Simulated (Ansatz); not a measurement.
Reaction (substitution at a C–C bond): `CC[O][Al]([Cl])[Cl]` + `CS[Si]S` → `CS[Si]SC` + `C[O][Al]([Cl])[Cl]`

Isolated molecules relaxed with PBE0-D4/def2-TZVP in Ansatz; ΔE leaves out vibrations. CBS: MP2 limit from def2 TZ/QZ plus the TZ coupled-cluster correction, frozen cores. This one scheme is used for every species. Functionals use def2-TZVPP. Each species was taken in one conformer, which may not be the lowest.

```tsv
species	PBE0-D4 energy (Eh)
`CC[O][Al]([Cl])[Cl]`	-1316.98456
`CS[Si]S`	-1126.03048
`CS[Si]SC`	-1165.29821
`C[O][Al]([Cl])[Cl]`	-1277.69799
```

Problem. Work out ΔE.

Solution. ΔE = (-1165.29821) + (-1277.69799) − (-1316.98456) − (-1126.03048) = 0.01884 Eh = +11.8 kcal/mol. CCSD(T)/CBS gives +11.8 kcal/mol.

Largest T1 diagnostic among the species: 0.015.

In def2-TZVPP, CCSD(T) changes the Hartree–Fock value by −2.4 kcal/mol (the triples alone add −0.8 kcal/mol) and MP2 by −2.7 kcal/mol. From PBE to PBE0 (25 % exact exchange), in def2-TZVPP and without D4, ΔE moves by +1.0 kcal/mol. The D4 term adds −1.6 kcal/mol with B3LYP and −0.9 kcal/mol with PBE0; it sums over pairs of atoms, weighted by their polarisabilities, and B3LYP, whose exchange is more repulsive, gets the larger term.

B3LYP here is the variant with VWN-RPA as its local correlation; programs differ in this.
